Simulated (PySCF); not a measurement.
This PySCF input asks for the NMR shieldings of `N([BH3-])([SiH3])[SiH3]`, [BH₉NSi₂]-; the geometry comes from PBE0-D3(BJ)/def2-SVP.

```python
import basis_set_exchange as bse
import numpy as np
from pyscf import gto, dft
from pyscf.prop import nmr

atoms = """
B    -0.064081    1.461759    0.972680
N     0.016381    0.043869    0.251859
Si    1.564886   -0.389137   -0.298233
Si   -1.485350   -0.727178    0.052067
H     0.818993    2.210070    0.506287
H     0.100233    1.343518    2.202204
H    -1.184241    1.967488    0.753207
H     2.127908    0.488502   -1.388519
H     1.574303   -1.788441   -0.873087
H     2.618293   -0.388359    0.780078
H    -2.247320   -0.921901    1.337758
H    -1.320489   -2.112610   -0.533739
H    -2.451367   -0.024447   -0.869203
"""
names = dict.fromkeys(["B", "N", "Si", "H"], "pcSseg-2")
basis = {el: gto.basis.parse(bse.get_basis(n, elements=[el], fmt="nwchem")) for el, n in names.items()}
mol = gto.M(atom=atoms, basis=basis, charge=-1, verbose=0)
mf = dft.RKS(mol, xc="HYB_GGA_XC_WB97X_D")
mf.grids.level = 2
mf.grids.alignment = dft.numint.BLKSIZE   # the property module wants whole blocks of grid points
mf.conv_tol = 1e-9
mf.kernel()

calc = nmr.RKS(mf)   # GIAO
C = mf.mo_coeff
Co = C[:, mf.mo_occ > 0]
resp = mf.gen_response(singlet=True, hermi=2)
def vind(x):   # induced exchange potential for any number of trial vectors
    d = np.einsum("pi,xij,qj->xpq", C, 2 * x.reshape(-1, C.shape[1], Co.shape[1]), Co, optimize=True)
    return np.einsum("xpq,pi,qj->xij", resp(d - d.transpose(0, 2, 1)), C, Co, optimize=True).ravel()
mo1, _ = nmr.rhf.solve_mo1(calc, with_cphf=vind)
sigma = calc.kernel(mo1)
for i, s in enumerate(sigma):   # ppm
    w = np.linalg.eigvalsh((s + s.T) / 2)
    print("%2d %-2s iso %8.1f  s11 %8.1f  s22 %8.1f  s33 %8.1f" % (i, mol.atom_pure_symbol(i), w.mean(), *w))
```

Q: Give the expected output.

A: 
```
 0 B  iso    124.5  s11    108.4  s22    114.4  s33    150.8
 1 N  iso    272.4  s11    240.6  s22    282.9  s33    293.8
 2 Si iso    408.3  s11    350.5  s22    364.0  s33    510.6
 3 Si iso    408.7  s11    351.4  s22    364.5  s33    510.3
 4 H  iso     29.3  s11     26.7  s22     27.4  s33     33.8
 5 H  iso     29.2  s11     26.5  s22     27.5  s33     33.6
 6 H  iso     29.3  s11     26.7  s22     27.4  s33     33.8
 7 H  iso     26.8  s11     23.8  s22     25.0  s33     31.8
 8 H  iso     26.7  s11     23.6  s22     25.2  s33     31.4
 9 H  iso     26.8  s11     23.9  s22     24.8  s33     31.9
10 H  iso     26.8  s11     23.9  s22     24.8  s33     31.9
11 H  iso     26.7  s11     23.6  s22     25.2  s33     31.4
12 H  iso     26.8  s11     23.8  s22     25.0  s33     31.8
```

These numbers come from an equivalent density-fitted implementation of the same equations, which agrees with the script to about 0.01 ppm for H and up to a few tenths of a ppm for heavy atoms, so last digits may differ.

Q: Turn these shieldings into chemical shifts. Chemical shifts δ = σref − σ; ¹¹B (σ = 99.96 ppm) vs BF3·OEt2; ¹⁵N (σ = 260.06 ppm) vs NH3; ²⁹Si (σ = 340.70 ppm), ¹H (σ = 31.36 ppm) against TMS, all at this level.

A: Averaging equivalent atoms: B 0: -24.6; N 1: -12.4; Si 2/3: -67.8; H 7/8/9/10/11/12: 4.55; H 4/5/6: 2.10 ppm. Experimental scales use liquid or dissolved standards, which lie at an offset from isolated NH3 (liquid NH3: subtract about 20 ppm).

Size and cost of the density-fitted run: 284 basis functions, 43 s wall time on 1 thread of an Arm Neoverse V1, shared host.
